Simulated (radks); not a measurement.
Question: Neutral iridium: order these configurations by energy. Calculated with a radial shooting solver on a logarithmic mesh with Libxc functionals: Dirac Kohn-Sham, PBE, spin-unpolarised, spherical densities, finite nucleus; Fermi nuclear charge, rms radius of each element as measured or else 0.836 A^(1/3) + 0.57 fm. Sub-shells are occupied by j as written (lower j first in brackets). [Xe] 4f14 5d(3/2: 4, 5/2: 2) 6s2 6p(1/2: 1, 3/2: 0); [Xe] 4f14 5d(3/2: 4, 5/2: 3) 6s1 6p(1/2: 1, 3/2: 0); [Xe] 4f14 5d(3/2: 4, 5/2: 3) 6s2; [Xe] 4f14 5d(3/2: 4, 5/2: 4) 6s1.

Answer: From the lowest, in eV above it: [Xe] 4f14 5d(3/2: 4, 5/2: 3) 6s2 0.000; [Xe] 4f14 5d(3/2: 4, 5/2: 4) 6s1 0.199; [Xe] 4f14 5d(3/2: 4, 5/2: 3) 6s1 6p(1/2: 1, 3/2: 0) 4.775; [Xe] 4f14 5d(3/2: 4, 5/2: 2) 6s2 6p(1/2: 1, 3/2: 0) 5.910.
